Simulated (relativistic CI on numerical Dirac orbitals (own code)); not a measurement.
## Spin-allowed bands of a d2 ion in an octahedral site, by hand

Problem. Take Δ = 23400 cm⁻¹ and B = 420 cm⁻¹ for a d2 ion in an octahedral site. Calculate the three spin-allowed bands.

Working.
1. The terms of highest spin are 3F (energy 0) and 3P (15B = 6300 cm⁻¹). Here the F term splits into A2 at +1.2Δ = 28080, T2 at +0.2Δ = 4680 and T1 at −0.6Δ = -14040 cm⁻¹.
2. The two T1 states mix through the element 0.4Δ: H = [[-14040, 9360], [9360, 6300]], with roots ½(H₁₁ + H₂₂) ∓ ½√[(H₂₂ − H₁₁)² + 4H₁₂²] = ½(-7740) ∓ ½(27643) = -17692 and 9952 cm⁻¹.
3. The ground term is 3T1 at -17692 cm⁻¹.
4. Bands: 3T2 22372 cm⁻¹ (447 nm), 3T1(P) 27643 cm⁻¹ (362 nm), 3A2 45772 cm⁻¹ (218 nm).

Check. Exact diagonalisation of the whole d2 shell with these parameters gives 3T2 22372, 3T1 27643, 3A2 45772 cm⁻¹. The match is exact, since without spin-orbit coupling no other term has this spin. The ratio of the second band to the first, 1.236, depends on Δ/B = 55.7 alone, which is how a Tanabe-Sugano diagram is read.
